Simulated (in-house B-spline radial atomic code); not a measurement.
**Binding energies in Ba⁴⁺**

NIST's tabulated ground configuration is [Kr] 4d10 5s2 5p4; each binding energy is the energy of the ion with one electron taken from that subshell, relaxed, less that of the parent. Method: Dirac-Hartree-Fock, average of configuration, Fermi nucleus of rms radius 4.8378 fm. Calculated with a B-spline radial code for spherical atoms. Energies include first-order Breit, QED and recoil terms.

| subshell | X-ray name | binding energy (eV) | -ε (eV) | relaxation (eV) |
| --- | --- | --- | --- | --- |
| 1s | K | 37490 | 37696.4 | 67.2 |
| 2s | L1 | 6046.3 | 6096.6 | 35.2 |
| 3s | M1 | 1346.4 | 1363.5 | 14.5 |
| 3d3/2 | M4 | 847.2 | 864.1 | 16.3 |
| 3d5/2 | M5 | 831.9 | 848.2 | 16.0 |
| 4s | N1 | 313.3 | 318.2 | 4.4 |
| 4d3/2 | N4 | 141.8 | 145.4 | 3.6 |
| 4d5/2 | N5 | 139.2 | 142.7 | 3.5 |
| 5s | O1 | 77.3 | 77.90 | 0.52 |
| 5p | O2,3 | 59.08 | 59.54 | 0.42 |

Relaxation = -ε minus the binding energy without Breit, QED and recoil terms.

Problem. What does it cost to remove both a 4d5/2 and a 4d3/2 electron?

Solution. 304.57 eV, which is 23.57 eV more than the two single binding energies together.

Problem. What does it cost to remove two 1s electrons?

Solution. 75918 eV, which is 937.5 eV more than the two single binding energies together.
